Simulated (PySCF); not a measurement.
IK. Atoms are numbered in the order given.

```xyz
2

K      0.0000     0.0000    -2.2717
I      0.0000     0.0000     0.8144
```
Charge 0, spin multiplicity 1.

Coordinates come from a r2SCAN-D4/def2-TZVPD optimisation. The def2 effective core potentials stand for the cores of I; spin–orbit coupling is left out.

Computed with PySCF with HF/def2-TZVPD.

Mulliken values depend strongly on the basis, most of all with diffuse functions as here. ESP charges are fitted to the potential on shells at 1.4 to 2.0 van der Waals radii. Atomic charges (e):

| atom | Mulliken | ESP fit |
|---|---|---|
| K1 | 0.85 | … |
| I2 | -0.85 | … |

Q: Some entries are withheld; supply them. (Estimate from the structure and the level; the computed values follow.)

A: 
- K1, ESP fit: 0.77
- I2, ESP fit: -0.77
